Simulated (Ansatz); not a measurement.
Task: Name a neutral molecule of Br, C, Si, Zn and H with HOMO energy (PBE/def2-TZVPP) between -5.30 and -5.00 eV and size of the dipole moment (B3LYP/def2-TZVPP) between 2.55 and 2.85 D (Ansatz, PBE0-D4/def2-TZVP geometry).

Result: `[SiH3][C]1(Br)C[CH2][Zn]1` (-5.19 eV, 2.68 D). Other molecules can fit too; these were computed, each in one conformer that needn't be the lowest.

B3LYP here is the variant with VWN-RPA as its local correlation; programs differ in this.
